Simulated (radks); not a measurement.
Values are calculated unless marked as measured or tabulated.
Ionisation of Cl+, [Ne] 3s2 3p4, to Cl2+, [Ne] 3s2 3p3, under several functionals. Scalar-relativistic Kohn-Sham, spin-unpolarised, spherical densities, finite nucleus; a radial shooting solver on a logarithmic mesh with Libxc functionals.

RPBE: E(Cl+) (hartree) -461.06944; Exc (hartree) -27.86008; IE (eV) 25.431; -e(HOMO) (eV) 19.410; <r> HOMO (bohr) 1.707; IE error (eV) +1.618
Wu-Cohen GGA: E(Cl+) (hartree) -460.64529; Exc (hartree) -27.42559; IE (eV) 25.431; -e(HOMO) (eV) 19.406; <r> HOMO (bohr) 1.703; IE error (eV) +1.617
MS2 meta-GGA: E(Cl+) (hartree) -461.09123; Exc (hartree) -27.88949; IE (eV) 25.625; -e(HOMO) (eV) 19.641; <r> HOMO (bohr) 1.703; IE error (eV) +1.812
BLYP: E(Cl+) (hartree) -461.12436; Exc (hartree) -27.91179; IE (eV) 25.297; -e(HOMO) (eV) 19.276; <r> HOMO (bohr) 1.709; IE error (eV) +1.484
SOGGA: E(Cl+) (hartree) -460.11826; Exc (hartree) -26.88214; IE (eV) 25.310; -e(HOMO) (eV) 19.294; <r> HOMO (bohr) 1.706; IE error (eV) +1.496
PBE: E(Cl+) (hartree) -460.92290; Exc (hartree) -27.70831; IE (eV) 25.447; -e(HOMO) (eV) 19.426; <r> HOMO (bohr) 1.706; IE error (eV) +1.633
B86b exchange with PBE correlation: E(Cl+) (hartree) -461.09240; Exc (hartree) -27.88313; IE (eV) 25.476; -e(HOMO) (eV) 19.452; <r> HOMO (bohr) 1.705; IE error (eV) +1.663
OLYP: E(Cl+) (hartree) -461.13460; Exc (hartree) -27.94738; IE (eV) 25.441; -e(HOMO) (eV) 19.403; <r> HOMO (bohr) 1.705; IE error (eV) +1.627
TASK exchange with Perdew-Wang LDA correlation: E(Cl+) (hartree) -460.90789; Exc (hartree) -27.69235; IE (eV) 26.084; -e(HOMO) (eV) 20.125; <r> HOMO (bohr) 1.697; IE error (eV) +2.270
LDA (Slater exchange, VWN5 correlation): E(Cl+) (hartree) -459.60908; Exc (hartree) -26.35394; IE (eV) 25.531; -e(HOMO) (eV) 19.513; <r> HOMO (bohr) 1.705; IE error (eV) +1.717

NIST Atomic Spectra Database: 23.814 eV (measured). Closest: BLYP. The Delta-SCF values span 0.79 eV, the total energies 1.53 hartree. The highest occupied level is 3p. Spin polarisation and multiplet splitting are left out, so open shells lie too high by an amount that depends on their filling.

Beside tabulated values, note that spin-unpolarised runs miss the spin-polarisation part of the exchange energy of open shells.
